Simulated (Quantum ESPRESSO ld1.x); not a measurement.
Problem. Bi IV, 80 electrons, occupied as [Hg] (the NIST ground configuration). All-electron calculation, scalar-relativistic Kohn-Sham, BP86, spin-unpolarised, spherical densities, point nucleus. Program: ld1.x of Quantum ESPRESSO 7.5. Some entries of the table are withheld. Estimate them.

orbital  occ.  eigenvalue (hartree)  <1/r> (bohr^-1)
1s          2              -3334.18            103.4
2s          2              -599.894            24.28
2p          6              -513.188            21.22
3s          2              -145.599            8.996
3p          6              -120.834            8.110
3d         10              -95.9902            7.603
4s          2                   (1)            3.880
4p          6              -26.1065              (2)
4d         10              -16.8437            3.131
5s          2              -6.83407            1.646
4f         14              -6.64698            2.745
5p          6              -4.55538            1.411
5d         10                   (3)            1.073
6s          2              -1.47712           0.6384

Solution. 
(1) 4s eigenvalue (hartree): -34.2186
(2) 4p <1/r> (bohr^-1): 3.480
(3) 5d eigenvalue (hartree): -2.01828
